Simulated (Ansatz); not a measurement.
Consider the redistribution: `C#CB(O)F` + `C=[C](F)[SnH2][CH3]` → `C=C(F)B(O)F` + `C#[C][SnH2][CH3]`.

Isolated molecules relaxed with PBE0-D4/def2-TZVP in Ansatz; ΔE leaves out vibrations. CCSD(T)/CBS is the MP2 limit (def2-TZVPP, def2-QZVPP) plus CCSD(T) − MP2 in def2-TZVPP, frozen cores. def2 core potentials past Kr. For Sn outer-core shells are correlated without core-valence functions, which leaves a few kJ/mol of doubt a bond. Each species was taken in one conformer, which may not be the lowest.

```csv
species,HF/def2-TZVPP energy (Eh)
`C#CB(O)F`,-276.07738
`C=[C](F)[SnH2][CH3]`,-430.50332
`C=C(F)B(O)F`,-376.17609
`C#[C][SnH2][CH3]`,-330.41424
```

Task: Work out ΔE.

Result: ΔE = (-376.17609) + (-330.41424) − (-276.07738) − (-430.50332) = -0.00963 Eh = -0.26 eV. CCSD(T)/CBS gives -0.13 eV.

Largest T1 diagnostic among the species: 0.014.

From PBE to PBE0 (25 % exact exchange), in def2-TZVPP and without D4, ΔE moves by −0.05 eV. In def2-TZVPP, CCSD(T) changes the Hartree–Fock value by +0.09 eV (the triples alone add +0.01 eV) and MP2 by +0.10 eV.
